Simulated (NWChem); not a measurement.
System: BN2H4F; SMILES NB(N)F

NWChem input:

```
start job
memory heap 200 mb stack 900 mb global 1100 mb
geometry units angstroms noautoz
  B      0.000000     0.000000    -0.018340
  F      0.000000     0.000000    -1.368566
  N     -1.251104     0.000000     0.636870
  H     -2.113577     0.000000     0.112548
  H     -1.371504     0.000000     1.637830
  N      1.251104     0.000000     0.636870
  H      1.371504     0.000000     1.637830
  H      2.113577     0.000000     0.112548
end
basis spherical
  B library 6-31g*
  F library 6-31g*
  N library 6-31g*
  H library 6-31g*
end
dft
  xc b3lyp
  grid xfine
  iterations 150
  mulliken
end
task dft gradient
```

Excerpt of the output:

```
             Northwest Computational Chemistry Package (NWChem) 7.3.0
             --------------------------------------------------------

 C2V symmetry detected

                             Geometry "geometry" -> ""
                             -------------------------

 Output coordinates in angstroms (scale by  1.889725989 to convert to a.u.)

  No.       Tag          Charge          X              Y              Z
 ---- ---------------- ---------- -------------- -------------- --------------
    1 B                    5.0000     0.00000000     0.00000000    -0.01859444
    2 F                    9.0000     0.00000000     0.00000000    -1.36882044
    3 N                    7.0000    -1.25110400     0.00000000     0.63661556
    4 H                    1.0000    -2.11357700     0.00000000     0.11229356
    5 H                    1.0000    -1.37150400     0.00000000     1.63757556
    6 N                    7.0000     1.25110400     0.00000000     0.63661556
    7 H                    1.0000     1.37150400     0.00000000     1.63757556
    8 H                    1.0000     2.11357700     0.00000000     0.11229356

 Effective nuclear repulsion energy (a.u.)     114.6925562700

      Symmetry information
      --------------------

 Group name             C2v
 Group number             16
 Group order               4
 No. of unique centers     5

                                 NWChem DFT Module
                                 -----------------

 Summary of "ao basis" -> "ao basis" (spherical)
 ------------------------------------------------------------------------------
       Tag                 Description            Shells   Functions and Types
 ---------------- ------------------------------  ------  ---------------------
 B                           6-31g*                  6       14   3s2p1d
 F                           6-31g*                  6       14   3s2p1d
 N                           6-31g*                  6       14   3s2p1d
 H                           6-31g*                  2        2   2s

      Symmetry analysis of basis
      --------------------------

        a1         28
        a2          6
        b1         20
        b2         10

            General Information
            -------------------
          SCF calculation type: DFT
          Wavefunction type:  closed shell.
          No. of atoms     :     8
          No. of electrons :    32
           Alpha electrons :    16
            Beta electrons :    16
          Charge           :     0
          Spin multiplicity:     1
          Use of symmetry is: on ; symmetry adaption is: on
          Maximum number of iterations: 150
          AO basis - number of functions:    64
                     number of shells:    32
          Convergence on energy requested:  1.00D-06
          Convergence on density requested:  1.00D-05
          Convergence on gradient requested:  5.00D-04

              XC Information
              --------------
                         B3LYP Method XC Potential
                     Hartree-Fock (Exact) Exchange  0.200
                        Slater Exchange Functional  0.800 local
                    Becke 1988 Exchange Functional  0.720 non-local
              Lee-Yang-Parr Correlation Functional  0.810
                  VWN I RPA Correlation Functional  0.190 local

             Grid Information
             ----------------
          Grid used for XC integration:  xfine
          Radial quadrature: Mura-Knowles
          Angular quadrature: Lebedev.
          Tag              B.-S. Rad. Rad. Pts. Rad. Cut. Ang. Pts.
          ---              ---------- --------- --------- ---------
          B                   0.85      100           8.0      1454
          F                   0.50      100           9.0      1454
          N                   0.65      100          10.0      1454
          H                   0.35      100          11.0      1202
          Grid pruning is: on
          Number of quadrature shells:   500
          Spatial weights used:  Erf1

      Superposition of Atomic Density Guess
      -------------------------------------

 Sum of atomic energies:        -234.47882716

      Non-variational initial energy
      ------------------------------

 Total energy =    -236.291443
 1-e energy   =    -548.161117
 2-e energy   =     197.177117
 HOMO         =      -0.327832
 LUMO         =       0.108915

      Symmetry analysis of molecular orbitals - initial
      -------------------------------------------------

  Numbering of irreducible representations:

     1 a1          2 a2          3 b1          4 b2

  Orbital symmetries:

     1 a1          2 a1          3 b1          4 a1          5 a1
     6 a1          7 b1          8 a1          9 a1         10 b1
    11 b2         12 a1         13 b1         14 b1         15 b2
    16 a2         17 a1         18 b2         19 b1         20 a1
    21 b1         22 a1         23 a1         24 b1         25 b2
    26 a1

     ---------------------------------------------
      Total Density - Mulliken Population Analysis
     ---------------------------------------------

    Atom       Charge   Shell Charges
 -----------   ------   -------------------------------------------------------
    1 B    5     4.03   2.00  0.52  1.05  0.18  0.15  0.14
    2 F    9     9.50   2.00  0.95  3.46  0.99  2.11  0.01
    3 N    7     8.11   2.00  0.80  2.69  0.80  1.81  0.01
    4 H    1     0.56   0.41  0.15
    5 H    1     0.56   0.41  0.15
    6 N    7     8.11   2.00  0.80  2.69  0.80  1.81  0.01
    7 H    1     0.56   0.41  0.15
    8 H    1     0.56   0.41  0.15

   convergence    iter        energy       DeltaE   RMS-Dens  Diis-err
 ---------------- ----- ----------------- --------- --------- ---------
 d= 0,ls=0.0,diis     1   -236.6676207079 -3.51D+02  1.47D-02  6.36D-01
 d= 0,ls=0.0,diis     2   -236.6875925559 -2.00D-02  6.66D-03  5.99D-01
 d= 0,ls=0.0,diis     3   -236.7375800616 -5.00D-02  1.33D-03  2.84D-02
 d= 0,ls=0.0,diis     4   -236.7396979714 -2.12D-03  3.91D-04  1.85D-03
 d= 0,ls=0.0,diis     5   -236.7398503084 -1.52D-04  1.03D-04  1.76D-04
  Resetting Diis
 d= 0,ls=0.0,diis     6   -236.7398681012 -1.78D-05  4.58D-06  1.95D-07
 d= 0,ls=0.0,diis     7   -236.7398681216 -2.04D-08  1.97D-06  1.38D-08

         Total DFT energy =     -236.739868121563
      One electron energy =     -552.347908175565
           Coulomb energy =      230.937754067501
    Exchange-Corr. energy =      -30.022270283473
 Nuclear repulsion energy =      114.692556269974

 Numeric. integr. density =       31.999999926075

                  Occupations of the irreducible representations
                  ----------------------------------------------

                     irrep           alpha         beta
                     --------     --------     --------
                     a1                8.0          8.0
                     a2                1.0          1.0
                     b1                5.0          5.0
                     b2                2.0          2.0

                       DFT Final Molecular Orbital Analysis
                       ------------------------------------

 Vector   14  Occ=2.000000D+00  E=-3.573994D-01  Symmetry=b1
              MO Center= -2.0D-16, -3.4D-16, -8.2D-01, r^2= 1.7D+00
   Bfn.  Coefficient  Atom+Function         Bfn.  Coefficient  Atom+Function
  ----- ------------  ---------------      ----- ------------  ---------------
    17      0.578958  2 F  px                21      0.398375  2 F  px
    34      0.187509  3 N  s                 52     -0.187509  6 N  s
    31      0.165806  3 N  px                49      0.165806  6 N  px
     7      0.146987  1 B  px                 3     -0.143145  1 B  px
    33     -0.118780  3 N  pz                51      0.118780  6 N  pz

 Vector   15  Occ=2.000000D+00  E=-2.849340D-01  Symmetry=b2
              MO Center=  4.8D-14, -3.2D-16,  3.1D-01, r^2= 2.4D+00
   Bfn.  Coefficient  Atom+Function         Bfn.  Coefficient  Atom+Function
  ----- ------------  ---------------      ----- ------------  ---------------
    32      0.360611  3 N  py                50      0.360611  6 N  py
    36      0.296653  3 N  py                54      0.296653  6 N  py
    18     -0.265344  2 F  py                22     -0.201195  2 F  py
     4      0.190422  1 B  py                 8      0.061594  1 B  py
    11      0.026814  1 B  d -1

 Vector   16  Occ=2.000000D+00  E=-2.324557D-01  Symmetry=a2
              MO Center= -4.9D-14, -2.3D-17,  6.3D-01, r^2= 2.4D+00
   Bfn.  Coefficient  Atom+Function         Bfn.  Coefficient  Atom+Function
  ----- ------------  ---------------      ----- ------------  ---------------
    32      0.434638  3 N  py                50     -0.434638  6 N  py
    36      0.380773  3 N  py                54     -0.380773  6 N  py
    10     -0.036100  1 B  d -2

[...]

                         DFT ENERGY GRADIENTS

    atom               coordinates                        gradient
                 x          y          z           x          y          z
   1 B       0.000000   0.000000  -0.035138    0.000000   0.000000   0.000610
   2 F       0.000000   0.000000  -2.586696    0.000000   0.000000   0.005125
   3 N      -2.364244   0.000000   1.203029    0.003734   0.000000  -0.002520
   4 H      -3.994081   0.000000   0.212204   -0.000663   0.000000  -0.000851
   5 H      -2.591767   0.000000   3.094569    0.000447   0.000000   0.000504
   6 N       2.364244   0.000000   1.203029   -0.003734   0.000000  -0.002520
   7 H       2.591767   0.000000   3.094569   -0.000447   0.000000   0.000504
   8 H       3.994081   0.000000   0.212204    0.000663   0.000000  -0.000851
```

Level: B3LYP/6-31G* (spherical d). Geometry: optimised at PBE0/def2-SVP. B3LYP is NWChem's, with the RPA form of VWN correlation.
